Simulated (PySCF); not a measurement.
PBE on La (lanthanum, neutral), [Xe] 6s2 6p1, 2P determinant (an excited configuration). All numbers are calculated (PySCF 2.14, scalar relativity by spin-free X2C-1e, in x2c-TZVPPall).

```
cycle= 28 E= -8491.95794302979  delta_E= 0.0118  |g|= 0.0174  |ddm|= 1.44
cycle= 29 E= -8491.95813418533  delta_E= -0.000191  |g|= 0.0105  |ddm|= 0.0725
cycle= 30 E= -8491.95812635278  delta_E= 7.83e-06  |g|= 0.0113  |ddm|= 0.0166
cycle= 31 E= -8491.95811846621  delta_E= 7.89e-06  |g|= 0.0118  |ddm|= 0.0117
cycle= 32 E= -8491.95811247955  delta_E= 5.99e-06  |g|= 0.012  |ddm|= 0.00313
cycle= 33 E= -8491.95811474176  delta_E= -2.26e-06  |g|= 0.0118  |ddm|= 0.0116
cycle= 34 E= -8491.95821737913  delta_E= -0.000103  |g|= 0.00558  |ddm|= 0.059
cycle= 35 E= -8491.95825953354  delta_E= -4.22e-05  |g|= 0.001  |ddm|= 0.0596
cycle= 36 E= -8491.95826039723  delta_E= -8.64e-07  |g|= 0.000488  |ddm|= 0.0238
cycle= 37 E= -8491.95826066037  delta_E= -2.63e-07  |g|= 4.7e-05  |ddm|= 0.00659
cycle= 38 E= -8491.95826066166  delta_E= -1.3e-09  |g|= 6.87e-05  |ddm|= 0.00158
cycle= 39 E= -8491.95826066294  delta_E= -1.28e-09  |g|= 1.4e-05  |ddm|= 0.00128
cycle= 40 E= -8491.95826066312  delta_E= -1.84e-10  |g|= 1.43e-06  |ddm|= 0.000157
converged SCF energy = -8491.95826066312  <S^2> = 1.6450836  2S+1 = 2.7532407
```

Highest occupied orbital energy: -1.880 eV; ⟨L²⟩ = 8.35; populations by l: s 10.99, p 24.97, d 21.01, f 0.03.

(1) Can this result be used?

Results:

(1) Not for this state. The run converged. ⟨L²⟩ = 8.35 against 2 for a pure P term, so this real determinant mixes terms. Spin-orbit coupling, absent here, splits the open shell strongly. ⟨S²⟩ = 1.65 against 0.75 shows spin contamination. The s, p, d and f populations moved away from the nominal configuration during the SCF.
